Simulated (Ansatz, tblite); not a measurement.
Removing and adding an electron: Ga6P4F6. Total charge 0; singlet. Geometry: PBE-D4/def2-SVP. Ansatz, gas phase; energy differences of separate SCF runs; the oxidised species was run as a doublet alone; the reduced species was run as a doublet alone.

```tsv
atom	x (Å)	y (Å)	z (Å)
P1	0.360	0.351	0.670
P2	-1.926	0.535	0.680
P3	0.615	-0.803	-1.263
P4	1.461	2.284	0.208
Ga5	-0.623	-3.158	-0.181
Ga6	-1.462	0.548	-1.673
Ga7	-1.281	-2.349	3.320
Ga8	1.801	-1.273	2.360
Ga9	-0.316	2.718	-1.405
Ga10	2.173	0.900	-1.537
F11	0.267	-2.819	1.642
F12	-2.549	-0.038	-2.958
F13	-1.959	-1.196	1.070
F14	0.260	-1.161	3.707
F15	-0.343	4.405	-1.967
F16	3.521	1.054	-2.672
```

The xTB rows come from tblite. Single mean-field runs in def2-TZVP are fitted with def2-universal-jkfit.

```tsv
level	−HOMO (eV)	vertical IE (eV)	−LUMO (eV)	vertical EA (eV)	HOMO–LUMO gap (eV)	IE − EA (eV)
GFN2-xTB	9.89	11.85	8.29	6.34	1.59	5.52
PBE0-D4/def2-TZVP	6.43	7.73	3.14	1.96	3.29	5.77
r2SCAN0-D4/def2-TZVP	6.59	7.82	3.16	2.05	3.43	5.77
```

Estimate the rows for GFN1-xTB, PBE-D4/def2-TZVP.


```json
{"level": "GFN1-xTB", "−HOMO (eV)": "9.28", "vertical IE (eV)": "11.31", "−LUMO (eV)": "7.56", "vertical EA (eV)": "5.56", "HOMO–LUMO gap (eV)": "1.72", "IE − EA (eV)": "5.74"}
{"level": "PBE-D4/def2-TZVP", "−HOMO (eV)": "5.53", "vertical IE (eV)": "7.46", "−LUMO (eV)": "3.75", "vertical EA (eV)": "2.00", "HOMO–LUMO gap (eV)": "1.79", "IE − EA (eV)": "5.46"}
```

 Raw xTB energy differences between charge states are shifted by several eV; the methods need an empirical correction for them. Sets without diffuse functions give affinities that are too small.
